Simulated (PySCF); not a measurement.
**Question.** What does the PBE0-D3(BJ)/def2-SVP structure of Sn(OMe)2, `[Sn]([O]C)[O]C` look like in three dimensions?

**Answer.** 
```xyz
11
C2H6O2Sn angstrom
Sn     0.011    0.812   -2.160
O      1.567    0.342   -1.005
C      1.888   -0.159    0.248
H      2.235   -1.209    0.181
H      1.049   -0.138    0.969
H      2.716    0.423    0.694
O     -1.584    0.443   -1.017
C     -1.870   -0.043    0.252
H     -2.651    0.575    0.732
H     -1.000   -0.056    0.934
H     -2.263   -1.077    0.204
```

Any rigid rotation of these coordinates is as good. Atoms count from 1 in this order. Of the pairs four or more bonds apart, H5···H10 is among the closest relative to their van der Waals radii: 2.05 Å, 85 % of the sum of Bondi's values. Sn1 (tin bonded to 2 O) is bent (angle 104.4°). The 5 heavy atoms lie in one plane (0.007 Å rms).

Bonds between heavy atoms (Å): Sn1–O2 1.994, Sn1–O7 1.997, O2–C3 1.387, O7–C8 1.389.

Computed, not measured: PySCF, PBE0-D3(BJ)/def2-SVP geometry optimisation, gas phase, def2 core potentials past Kr.

No PBE0-D3(BJ)/def2-SVP frequencies stand behind this structure, so it isn't proved a minimum. One conformer, not necessarily the lowest (O7–Sn1–O2–C3 2°, O2–Sn1–O7–C8 -2°).

Hardware: an Arm Neoverse V2 with one thread, shared host with 32 logical CPUs at a one-minute load of 12. Cost: 49 s of wall time, 0.46 GiB resident at most. That covers the optimisation of the geometry.
